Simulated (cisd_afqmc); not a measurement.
Input (AFQMC/CISD/aug-cc-pVDZ; cisd_afqmc is a phaseless AFQMC code with CISD trial states that reads the integrals written by Ansatz):

Ansatz 0.2 input:
```python
import cisd_afqmc

open("ham.yaml", "w").write("""\
crystal:
  periodic: [false, false, false]
  atoms:
    - {symbol: B, position_ang: [0.00000000, 0.00000000, 0.00000000]}
basis:
  gaussian:
    orbitals: aug-cc-pVDZ
magnetization: {spin_polarized: true, initial_magnetization: 1}
correlation: {method: ccsd, electrons: outside_noble_gas, hamiltonian_folder: ham}
scf: {lower_state_search: full}
""")
rep = cisd_afqmc.ansatz("ham.yaml")
e_ccsd = rep["correlation"]["coupled_cluster"]["energy"]["hartree"]
out = cisd_afqmc.run("ham", e_ccsd, trial="CISD", walkers=2000, populations=1, threads=12, dt=0.005, steps=40, early=24, settle=10, least=100,
    cut=5e-5, rank_cut=2e-4, target=0.0004, seconds=1000, seed=4, memory=62639, gpu=True)
```

Output:

```
orbitals 22, occupied [2, 1], factors 92 of 121, rank of the doubles 28 of 61
E(HF) = -24.530574
E(CCSD) on the cut factors = -24.590198, shift to the whole factors 0.000005
Energy of the trial state on the determinant = -24.590194
  tau behind 7.2 of longer steps, mean of the populations' last blocks
   2.0  -24.59143
   4.0  -24.59135
   6.0  -24.59128
   8.0  -24.59126
  10.0  -24.59055
  12.0  -24.59150
  14.0  -24.59214
  16.0  -24.59131
  18.0  -24.59141
  20.0  -24.59215
  22.0  -24.59089
blocks 93 (7 outliers left out), error by blocks joined: 1: 0.00004, 2: 0.00004, 4: 0.00004
E(AFQMC/CISD) = -24.59130 +/- 0.00004
```

The error still grows at the longest joins of blocks, or few joins were possible, so the printed bar may be too narrow.
